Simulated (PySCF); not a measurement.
C₆H₇O₂ (doublet state).
Cartesian coordinates in Å at the GFN2-xTB level; atoms count from 1:
```xyz
15
C6H7O2 angstrom
C      3.5665    0.3078    1.3366
C      2.5460   -0.1139    0.8683
C      1.3156   -0.6741    0.3520
O      0.7490   -1.6150    0.8458
O      0.9276   -0.0086   -0.7324
C     -0.3255   -0.4266   -1.3554
C     -1.4794    0.2790   -0.7711
C     -2.2417   -0.2856    0.3565
H      4.4599    0.6883    1.7377
H     -0.1783   -0.1736   -2.4085
H     -0.4134   -1.5100   -1.2238
H     -1.6205    1.3155   -1.0292
H     -1.8285    0.0442    1.3190
H     -2.2027   -1.3731    0.3511
H     -3.2791    0.0481    0.3315
```

The hyperfine couplings belong to this conformer and change with its torsions.

As a line formula: `C#CC(=O)OC[CH]C` [radical].

Computed, not measured: UKS B3LYP, pcH-1 on C H O, non-relativistic, mean-field spin-orbit, GIAO in PySCF. Geometry: GFN2-xTB, one conformer, isolated molecule. GFN2-xTB frequencies show an imaginary mode (49i cm⁻¹), so this geometry is no minimum at that level. A GFN2-xTB geometry isn't a minimum of the functional, and hyperfine couplings can be far from their values at a DFT geometry. The SCF solution wasn't tested for stability.

Question: Give the principal g shifts and their parts.

Answer: 
```csv
Δg (ppm),1,2,3
relativistic mass correction,-156,-156,-156
gauge correction,24,22,32
orbital Zeeman/spin–orbit,-79,-48,761
total,-211,-182,637
```

So g = 2.00211, 2.00214, 2.00296 and g_iso = 2.00240; the tensor is close to axial: the two nearest values differ by 3 % of g3 − g1. Axes: g3 points within 10° of the C6–C7 bond.

Question: At 33.936 GHz, how far is the centre of the isotropic spectrum from where a free electron (g = 2.002319) resonates?

Answer: B = hν/(g μB) with μB/h = 13.99624 MHz/mT gives 1210.92 mT for the free electron and 1210.87 mT at g_iso, 0.05 mT lower.

Question: What are the electron Larmor frequencies g μB B/h along the three axes at 330 mT?

Answer: 9.2473, 9.2474, 9.2512 GHz for g1, g2 and g3, a range of 3.9 MHz.

Question: In a frozen sample, at which fields do the three g values resonate at 9.5, 34, 94 and 263 GHz (hyperfine left aside), and which band first spreads them over more than twice a line width of 0.5 mT?

Answer: 
| band | GHz | B(g3) mT | B(g2) mT | B(g1) mT | spread mT |
| --- | --- | --- | --- | --- | --- |
| X | 9.5 | 338.88 | 339.01 | 339.02 | 0.14 |
| Q | 34.0 | 1212.82 | 1213.31 | 1213.33 | 0.51 |
| W | 94.0 | 3353.09 | 3354.46 | 3354.51 | 1.42 |
| J | 263.0 | 9381.51 | 9385.35 | 9385.49 | 3.97 |

The spread grows in proportion to the frequency. W band is the first where it exceeds 1.0 mT.

The largest Mulliken spin populations are on C7 (+1.00), C8 (-0.08) and H13 (+0.07). C7 is the only atom above +0.15. The positive populations add up to 1.16 and the negative ones to -0.16, together 2S = 1. The angles at C7 add up to 358.6°, so it is planar; its axial dipolar tensor and the negative coupling of its proton fit spin in a p orbital normal to that plane.

The HOMO–LUMO gaps are 4.54 eV among the α and 5.76 eV among the β orbitals.
